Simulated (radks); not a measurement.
Task: The indium ion In5+ is in [Kr] 4d8. Method: scalar-relativistic Kohn-Sham, PBE, spin-polarised, spherical densities, finite nucleus; Fermi nuclear charge, rms radius of each element as measured or else 0.836 A^(1/3) + 0.57 fm; computed with a radial shooting solver on a logarithmic mesh with Libxc functionals. Open shells are filled with parallel spins first. One electron is removed from 3d, 4d, 4p, 4s in turn, with full relaxation. Which removal costs least, and what does each cost?

Result: 4d 91.784 eV; 4p 154.75 eV; 4s 197.43 eV; 3d 525.96 eV. The 4d electron leaves first.
